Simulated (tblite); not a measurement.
Compound: C6H10F3OP.
Atom-mapped SMILES: `[CH3:1][CH2:2][P@@:3]1(=[O:4])[CH2:5][CH2:6][C@@H:7]1[C:8]([F:9])([F:10])[F:11]` (hydrogens: H12, H13, H14 on C1; H15, H16 on C2; H17, H18 on C5; H19, H20 on C6; H21 on C7)

A start from a force field or distance geometry was refined with GFN2-xTB geometry optimisation, gas phase (tblite 0.8.0). Values at the start:

| coordinate | start |
| --- | --- |
| C1–C2 | 1.529 Å |
| C1–H12 | 1.093 Å |
| C2–P3 | 1.734 Å |
| C2–H16 | 1.079 Å |
| P3=O4 | 1.500 Å |
| P3–C5 | 1.781 Å |
| P3–C7 | 1.759 Å |
| C5–C6 | 1.558 Å |
| C5–H17 | 1.093 Å |
| C5–H18 | 1.096 Å |
| C6–C7 | 1.567 Å |
| C6–H19 | 1.100 Å |
| C6–H20 | 1.085 Å |
| C7–C8 | 1.494 Å |
| C7–H21 | 1.094 Å |
| C8–F11 | 1.362 Å |
| C1–C2–P3 | 113.8° |
| C2–P3–O4 | 123.3° |
| C2–P3–C7 | 115.9° |
| P3–C5–C6 | 85.6° |
| P3–C7–C8 | 117.2° |
| O4–P3–C5 | 105.5° |
| O4–P3–C7 | 111.1° |
| C6–C7–C8 | 119.1° |

Q: How do these coordinates change at the GFN2-xTB level?

A: 
| coordinate | GFN2-xTB (Å or °) | change |
| --- | --- | --- |
| P3–C7 | 1.880 | +0.121 |
| C2–P3 | 1.836 | +0.102 |
| P3–C5 | 1.855 | +0.074 |
| P3=O4 | 1.459 | -0.041 |
| C6–C7 | 1.542 | -0.025 |
| C5–C6 | 1.542 | -0.016 |
| C2–H16 | 1.092 | +0.013 |
| C8–F11 | 1.351 | -0.011 |
| C6–H19 | 1.090 | -0.010 |
| C7–C8 | 1.502 | +0.008 |
| C1–C2 | 1.522 | -0.007 |
| C5–H18 | 1.090 | -0.006 |
| C5–H17 | 1.087 | -0.006 |
| C1–H12 | 1.088 | -0.005 |
| C7–H21 | 1.090 | -0.004 |
| C6–H20 | 1.088 | +0.003 |
| O4–P3–C5 | 122.0 | +16.5 |
| C2–P3–C7 | 105.2 | -10.7 |
| O4–P3–C7 | 121.1 | +10.0 |
| P3–C7–C8 | 108.8 | -8.4 |
| C2–P3–O4 | 115.1 | -8.2 |
| C6–C7–C8 | 112.5 | -6.6 |
| C1–C2–P3 | 108.1 | -5.7 |
| P3–C5–C6 | 90.8 | +5.2 |

The energy falls by 0.770 eV over 158 L-BFGS steps, the largest force on an atom goes from 5.36 to 0.006 eV/Å, and the atoms move by 0.820 Å rms after alignment. The bond that changes most is P3–C7 (phosphoryl phosphorus to sp3 carbon bound to phosphorus), which lengthens by 0.121 Å. Bonds longer at the end by more than 0.005 Å: 6 of 21; shorter: 9. Among the dihedrals that turn most is O4–P3–C7–H21, from -171° to -107°. Rotational constants go from 1350, 835.9, 666.1 to 1502, 743.8, 670.0 MHz.

Its GFN2-xTB frequencies are all real (lowest 53 cm⁻¹). The numbers are those of one conformer. 2 starts were optimised and ended at 0.00 and 1.65 kcal/mol (GFN2-xTB); the lowest of these is shown.

These are computed values.
